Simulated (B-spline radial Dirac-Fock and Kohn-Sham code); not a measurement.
## Dipole and non-dipole photoemission parameters of Sm 5s

System: the Sm atom, configuration 1s2 2s2 2p6 3s2 3p6 3d10 4s2 4p6 4d10 4f6 5s2 5p6 6s2; threshold 47.12 eV (orbital energy of the model). Model: Dirac-Hartree-Slater photoionisation with a Latter tail; cross sections with all multipoles, angular parameters from the dipole term and its interference with E2. Program: an atomic code on a B-spline grid.

The run's input, task.json:

```json
{"items": [{
  "Z": 62,
  "q": 0,
  "cfg": [[1, 0, 2], [2, 0, 2], [2, 1, 6], [3, 0, 2], [3, 1, 6], [3, 2, 10], [4, 0, 2], [4, 1, 6], [4, 2, 10], [4, 3, 6], [5, 0, 2], [5, 1, 6], [6, 0, 2]],
  "A": 152,
  "rrms": 5.0819,
  "do": "xps",
  "hv": [80, 100, 103.0, 111.0, 131.0, 151.0, 194.0, 400, 500.0, 517.0, 600, 601.0, 705.0, 900.0, 1253.6, 1340.0, 1486.9, 1530.0, 1650.0, 2930.0, 2984.4, 4220.0, 5230.0, 5420.0, 5700.0, 6290.0, 6530.0, 7830.0, 11100.0, 12000],
  "edges": {"K": 46834.0, "L1": 7737.0, "L2": 7312.0, "L3": 6716.0, "M1": 1723.0, "M2": 1541.0, "M3": 1419.8, "M4": 1110.9, "M5": 1083.4, "N1": 347.2, "N2": 265.6, "N3": 247.4, "N4": 129.0, "N5": 129.0}
}]}
```

Run with: `python xray2_run.py task.json out`

| hν (eV) | σ (kb) | β | γ |
| --- | --- | --- | --- |
| 80 | 109 | 1.655 | -0.105 |
| 100 | 110 | 1.785 | 0.032 |
| 103 | 109 | 1.796 | 0.047 |
| 111 | 106 | 1.820 | 0.081 |
| 131 | 96.1 | 1.858 | 0.146 |
| 151 | 86.0 | 1.880 | 0.192 |
| 194 | 67.1 | 1.906 | 0.255 |
| 400 | 26.9 | 1.944 | 0.352 |
| 500 | 19.7 | 1.951 | 0.357 |
| 517 | 18.8 | 1.952 | 0.357 |
| 600 | 15.1 | 1.955 | 0.352 |
| 601 | 15.0 | 1.955 | 0.352 |
| 705 | 11.8 | 1.959 | 0.339 |
| 900 | 8.08 | 1.963 | 0.305 |
| 1253.6 | 4.73 | 1.968 | 0.231 |
| 1340 | 4.23 | 1.969 | 0.213 |
| 1486.9 | 3.55 | 1.970 | 0.182 |
| 1530 | 3.38 | 1.970 | 0.173 |
| 1650 | 2.97 | 1.971 | 0.150 |
| 2930 | 1.07 | 1.976 | -0.037 |
| 2984.4 | 1.04 | 1.976 | -0.042 |
| 4220 | 0.543 | 1.978 | -0.115 |
| 5230 | 0.360 | 1.979 | -0.125 |
| 5420 | ? | ? | ? |
| 5700 | 0.305 | 1.979 | -0.120 |
| 6290 | 0.252 | 1.980 | -0.105 |
| 6530 | 0.234 | 1.980 | -0.097 |
| 7830 | 0.163 | 1.980 | -0.036 |
| 11100 | 0.0800 | 1.980 | 0.198 |
| 12000 | 0.0680 | 1.980 | 0.272 |

Question: Give the values at 5420 eV.

Answer: σ = 0.336 kb, β = 1.979, γ = -0.124. For an s subshell δ is negligible.

Values without a named source are computed, but for edge energies of neutral atoms, which are taken from tables.
